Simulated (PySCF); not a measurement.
Löwdin shares of the frontier orbitals

Species: C₃H₇ClSSi₂.
Structure used (GFN2-xTB), in Å, numbered top down from 1:
```xyz
14
C3H7ClSSi2 angstrom
C      2.9159   -0.5749   -0.9057
C      1.8194   -0.2489   -0.0262
C      0.9095    0.0169    0.7206
Si    -0.4774    0.4914    1.8300
S     -1.9603    1.5863    0.6763
Si    -2.6788    0.1414   -0.7168
Cl    -4.0442    1.0371   -1.8761
H      3.4388   -1.4576   -0.5380
H      2.5448   -0.7744   -1.9106
H      3.6147    0.2603   -0.9466
H     -0.0786    1.4712    2.8279
H     -1.1283   -0.7025    2.3625
H     -3.3053   -0.9500    0.0153
H     -1.5710   -0.3266   -1.5348
```

Level of theory: PySCF 2.14.0, density-fitted response routines, TDDFT PBE0/def2-SVPD, vertical, gas phase, core orbitals frozen in the response.

Frontier orbitals with the atoms that hold most of them (Löwdin shares over 4%, at most four atoms; ? is withheld):

```tsv
orbital	ε (eV)	atoms
HOMO-3	-8.83	S5 45%, Cl7 16%, Si6 15%, Si4 6%
HOMO-2	-8.06	C3 38%, C2 35%, C1 7%, Si4 6%
HOMO-1	-8.03	?
HOMO	-7.38	S5 68%, Si6 10%, Si4 6%, C3 5%
LUMO	-0.60	?
LUMO+1	-0.43	Si6 20%, Si4 17%, Cl7 13%, S5 11%
LUMO+2	0.16	Si4 19%, C2 14%, C3 14%, S5 10%
```

Which atoms hold the HOMO-1, and with what shares?

C3 (bonded to C and Si) 33%; C2 (bonded to 2 C) 31%; S5 (bonded to 2 Si) 12%; Si4 (bonded to C, S and 2 H) 7%. By element: carbon 64% or more, sulfur 12%, silicon 7% or more.

Give the leading atoms of the LUMO.

Si4 (bonded to C, S and 2 H) 26%; C3 (bonded to C and Si) 17%; C2 (bonded to 2 C) 16%; S5 (bonded to 2 Si) 16%. By element: carbon 33% or more, silicon 26% or more, sulfur 16%.

How does S1 compare with the orbital gap of 6.78 eV?

S1 is at 5.57 eV (f = 0.023), 1.21 eV below the gap, made of HOMO→LUMO (92%). 

Give energy, strength and leading configuration of S1 and S2, and follow the Löwdin shares of the leading atoms from the occupied to the empty orbital.

- S1 (5.57 eV, f 0.023), HOMO→LUMO (92%): S5 68% → 16%, Si6 10% → at most 16%, Si4 6% → 26%, C3 5% → 17%
- S2 (5.61 eV, f 0.0011), HOMO→LUMO+1 (90%): S5 68% → 11%, Si6 10% → 20%, Si4 6% → 17%

Hardware: Arm Neoverse V1, one thread (shared host). Cost: 35 s of wall time, 0.90 GiB resident at most.

One conformer stands for the species.
